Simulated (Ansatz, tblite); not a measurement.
Spin states of Al₂Sb₂⁺ (the lowest doublet isomer of a short search), each relaxed with PBE-D4/def2-SVP in Ansatz. Electronic energies in the gas phase.

In the def2 sets Sb takes a core potential; there is no spin–orbit coupling. The xTB rows come from tblite. B3LYP takes the VWN-RPA correlation. The structure comes from a short search, and lower isomers may exist.

Doublet geometry (Cs within 0.1 Å):

```xyz
4

Al   -0.864    0.172    2.038
Al   -1.264   -0.813   -0.393
Sb    0.770   -0.214   -2.015
Sb    1.359    0.855    0.369
```

Quartet geometry (Cs within 0.1 Å):

```csv
atom,x (Å),y (Å),z (Å)
Al1,-0.5803,2.1326,0.0344
Al2,0.7539,0.2557,-1.3709
Sb3,0.6635,-2.1484,-0.1615
Sb4,-0.8371,-0.2399,1.4980
```

⟨S²⟩: doublet 0.76 at PBE0-D4/def2-TZVP (pure 0.75), quartet 3.77 at PBE0-D4/def2-TZVP (pure 3.75).

Run but left out: HF/STO-3G, HF/def2-TZVP, MP2/def2-TZVP, CCSD/def2-TZVP, CCSD(T)/def2-TZVP (doublet: ⟨S²⟩ 1.51 to 1.76, where a pure state has 0.75).

Only these spin states were relaxed.

Task: Estimate which spin state lies lowest at each of these levels, and by how much: GFN1-xTB; GFN2-xTB; PBE-D4/def2-TZVP; r2SCAN-D4/def2-TZVP; B97M-V/def2-TZVP; B3LYP-D4/def2-TZVP; PBE0-D4/def2-TZVP.

Result: 
| level | quartet − doublet (kJ/mol) | lowest of these |
| --- | --- | --- |
| GFN1-xTB | 125.0 | doublet |
| GFN2-xTB | 76.8 | doublet |
| PBE-D4/def2-TZVP | 112.3 | doublet |
| r2SCAN-D4/def2-TZVP | 96.8 | doublet |
| B97M-V/def2-TZVP | 108.2 | doublet |
| B3LYP-D4/def2-TZVP | 102.7 | doublet |
| PBE0-D4/def2-TZVP | 96.8 | doublet |

Change of the quartet − doublet gap on mixing in exact exchange, in kJ/mol: PBE to PBE0 (25 % exact exchange) -15.4. The xTB methods have no spin-polarisation term.
